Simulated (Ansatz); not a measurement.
System: sum formula PNH, net charge 1, singlet state. It need not be the lowest isomer of its formula. 
Structure (B3LYP-D3(BJ)/def2-TZVP (Ansatz, a quantum-chemistry and plane-wave program) minimum search):
```xyz
3

N      0.0000     0.0000    -0.9047
P      0.0000     0.0000     0.5502
H      0.0000     0.0000    -1.9194
```
Charge +1, spin multiplicity 1.

Basis-set convergence of Hartree-Fock and CCSD correlation energies (hartree) with Ansatz. Cores are frozen in the correlated levels unless marked. Spin-orbit coupling is left out. No relativistic terms.

The Hartree-Fock reference is unstable (checked in the largest basis), which strains HF and MP2. 

| basis | functions | E(HF) | E(corr, CCSD) |
|---|---|---|---|
| aug-cc-pV(D+d)Z | 64 | -395.47926 | -0.29480 |
| aug-cc-pV(T+d)Z | 124 | -395.50747 | -0.34116 |
| aug-cc-pV(Q+d)Z | 215 | -395.51426 | -0.35636 |

Extrapolating the two largest sets (X = 3 and 4) as X^-3: E(corr) = (64·(-0.35636) - 27·(-0.34116))/37 = -0.3675 Eh, an estimate of the basis-set limit. The largest set recovers 97.0 % of it, the smallest 80.2 %.
